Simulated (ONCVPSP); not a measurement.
## u(r) = r·R(r): atom against pseudo-atom (P)

Columns: radius, all-electron u(r) and pseudo u(r) of the 2p shell (level -148.11 eV) of phosphorus in the configuration [He] 2s2 2p6 3s2 3p1; LDA (Perdew-Wang 92), scalar-relativistic, ONCV scheme, ONCVPSP 4.0.1.

```json
{"r (bohr)": "0.050", "all-electron": "0.1873", "pseudo": "0.0512"}
{"r (bohr)": "0.100", "all-electron": "0.5273", "pseudo": "0.1969"}
{"r (bohr)": "0.150", "all-electron": "0.8505", "pseudo": "0.4148"}
{"r (bohr)": "0.200", "all-electron": "1.0997", "pseudo": "0.6731"}
{"r (bohr)": "0.250", "all-electron": "1.2644", "pseudo": "0.9360"}
{"r (bohr)": "0.300", "all-electron": "1.3529", "pseudo": "1.1693"}
{"r (bohr)": "0.350", "all-electron": "1.3811", "pseudo": "1.3474"}
{"r (bohr)": "0.400", "all-electron": "1.3636", "pseudo": "1.4539"}
{"r (bohr)": "0.450", "all-electron": "1.3145", "pseudo": "1.4873"}
{"r (bohr)": "0.500", "all-electron": "1.2441", "pseudo": "1.4535"}
{"r (bohr)": "0.550", "all-electron": "1.1610", "pseudo": "1.3683"}
{"r (bohr)": "0.600", "all-electron": "1.0715", "pseudo": "1.2501"}
{"r (bohr)": "0.650", "all-electron": "0.9799", "pseudo": "1.1165"}
{"r (bohr)": "0.700", "all-electron": "0.8894", "pseudo": "0.9825"}
{"r (bohr)": "0.750", "all-electron": "0.8023", "pseudo": "0.8580"}
{"r (bohr)": "0.800", "all-electron": "0.7198", "pseudo": "0.7483"}
{"r (bohr)": "0.850", "all-electron": "0.6430", "pseudo": "0.6547"}
{"r (bohr)": "0.900", "all-electron": "0.5721", "pseudo": "0.5754"}
{"r (bohr)": "0.950", "all-electron": "0.5073", "pseudo": "0.5077"}
{"r (bohr)": "1.000", "all-electron": "0.4486", "pseudo": "0.4485"}
{"r (bohr)": "1.050", "all-electron": "0.3957", "pseudo": "0.3956"}
{"r (bohr)": "1.100", "all-electron": "0.3482", "pseudo": "0.3481"}
{"r (bohr)": "1.150", "all-electron": "0.3058", "pseudo": "0.3058"}
{"r (bohr)": "1.200", "all-electron": "0.2681", "pseudo": "0.2681"}
{"r (bohr)": "1.250", "all-electron": "0.2347", "pseudo": "0.2346"}
{"r (bohr)": "1.300", "all-electron": "0.2051", "pseudo": "0.2050"}
```

Q: How many radial nodes do the two functions have?

A: The all-electron 2p function has n − l − 1 = 0; the pseudo-wave has 0.

Q: At about which radius was the pseudo-wave matched?

A: 1.00 bohr, where the columns begin to agree (steps of 0.05 bohr).

Q: Where does each function peak?

A: Outermost all-electron maximum near 0.35 bohr, pseudo maximum near 0.45 bohr (to the table’s step).

Q: Is the pseudo-wave norm-conserving?

A: Yes: the ONCV scheme keeps the norm inside the radius equal to the all-electron one, which fixes the energy derivative of the logarithmic derivative at the level.
